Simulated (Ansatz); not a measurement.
Coupled-cluster diagnostics for (H2Ga-mu-OH)2 (Ga₂O₂H₆), Ansatz.

Geometry of the singlet (PBE-D4/def2-SVP):

Cartesian coordinates in Å:
```
Ga -0.269 -1.394 0.593
H 0.101 -1.586 2.114
H -0.884 -2.461 -0.392
O -1.129 0.355 0.320
Ga 0.269 1.394 -0.595
H -0.102 1.582 -2.115
H 0.884 2.462 0.389
O 1.128 -0.354 -0.319
H -2.020 0.635 0.575
H 2.022 -0.633 -0.569
```

Correlated methods freeze 20 core orbitals; core or outer-core shells of Ga are correlated, in sets that lack core-valence functions.

**Question.** Estimate the CCSD(T) correlation energy, the shares of MP2 and (T), T1 and the reference's ⟨S²⟩ for: charge 0, singlet, own geometry in def2-TZVP; and the rough time on 2 threads of Arm Neoverse V2 on a shared host.

**Answer.** 
```tsv
state	basis	correlation (eV)	MP2 share (%)	(T) share (%)	T1	⟨S²⟩ (pure)	wall time
charge 0, singlet, own geometry	def2-TZVP	-27.144	95.0	3.5	0.013	0.00 (0.00)	2.8 min
```
Customary marks for T1 are 0.02 (closed shells), 0.045 (open shells) and about 0.05 (3d metals). T1 stays under 0.02 throughout.
